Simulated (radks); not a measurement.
Isoelectronic series with 20 electrons, each ion in its NIST ground configuration. All-electron calculation, scalar-relativistic Kohn-Sham, r2SCAN, spin-unpolarised, spherical densities, finite nucleus; meta-GGA in the generalised Kohn-Sham scheme; Fermi nuclear charge, rms radius of each element as measured or else 0.836 A^(1/3) + 0.57 fm. Program: a radial shooting solver on a logarithmic mesh with Libxc functionals. Total energies (hartree) and mean radii <r> (bohr) (* marks an orbital that is empty in some or all of the ions):

Sm42+: configuration [Ar] 3d2; E (hartree) -8961.3034; 4p* 0.4606; 4s* 0.4574; 3d 0.2073; 3p 0.2334; 3s 0.2384; 2p 0.08467
Eu43+: configuration [Ar] 3d2; E (hartree) -9286.7680; 4p* 0.4509; 4s* 0.4477; 3d 0.2031; 3p 0.2288; 3s 0.2336; 2p 0.08311
Gd44+: configuration [Ar] 3d2; E (hartree) -9618.8595; 4p* 0.4416; 4s* 0.4384; 3d 0.1991; 3p 0.2243; 3s 0.2289; 2p 0.08160
Tb45+: configuration [Ar] 3d2; E (hartree) -9957.6908; 4p* 0.4327; 4s* 0.4294; 3d 0.1953; 3p 0.2200; 3s 0.2244; 2p 0.08013
Dy46+: configuration [Ar] 3d2; E (hartree) -10303.1993; 4p* 0.4241; 4s* 0.4207; 3d 0.1916; 3p 0.2158; 3s 0.2200; 2p 0.07872
Ho47+: configuration [Ar] 3d2; E (hartree) -10655.5985; 4p* 0.4158; 4s* 0.4124; 3d 0.1880; 3p 0.2118; 3s 0.2158; 2p 0.07735
Er48+: configuration [Ar] 3d2; E (hartree) -11014.8704; 4p* 0.4079; 4s* 0.4043; 3d 0.1846; 3p 0.2079; 3s 0.2117; 2p 0.07602
Tm49+: configuration [Ar] 3d2; E (hartree) -11381.1485; 4p* 0.4002; 4s* 0.3965; 3d 0.1812; 3p 0.2042; 3s 0.2077; 2p 0.07473
